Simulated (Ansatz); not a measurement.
Mulliken charges of BrH4NSi2 (`Br[SiH]1N[SiH2]1`) from ωB97M-V/def2-TZVPP in Ansatz (PBE0-D4/def2-TZVP geometry).

```json
{"atom": "Br1", "x (Å)": "-1.201", "y (Å)": "2.324", "z (Å)": "-1.321", "charge (e)": "-0.202"}
{"atom": "Si2", "x (Å)": "0.323", "y (Å)": "0.864", "z (Å)": "-0.617", "charge (e)": "0.321"}
{"atom": "N3", "x (Å)": "0.101", "y (Å)": "0.182", "z (Å)": "0.937", "charge (e)": "-0.369"}
{"atom": "Si4", "x (Å)": "-0.147", "y (Å)": "-1.233", "z (Å)": "-0.047", "charge (e)": "0.210"}
{"atom": "H5", "x (Å)": "1.632", "y (Å)": "1.485", "z (Å)": "-0.924", "charge (e)": "-0.011"}
{"atom": "H6", "x (Å)": "0.068", "y (Å)": "0.451", "z (Å)": "1.906", "charge (e)": "0.099"}
{"atom": "H7", "x (Å)": "0.837", "y (Å)": "-2.337", "z (Å)": "0.106", "charge (e)": "-0.026"}
{"atom": "H8", "x (Å)": "-1.522", "y (Å)": "-1.794", "z (Å)": "-0.095", "charge (e)": "-0.020"}
```

**Question.** By hand: the dipole of these point charges (1 e Å = 4.8032 D).

**Answer.** Σ q r = (0.276, -0.393, -0.089) e Å, of length 0.488 e Å = 2.34 D.

**Question.** How does the dipole of the full density compare? (An estimate is asked.)

**Answer.** Computed: (0.165, -0.212, 0.276) e Å, 1.85 D; the point charges give 1.26 times that, at 56° from its direction.

Point charges leave out the atoms' own dipoles, such as those of lone pairs, and Mulliken's split depends on the basis, so the two needn't agree.
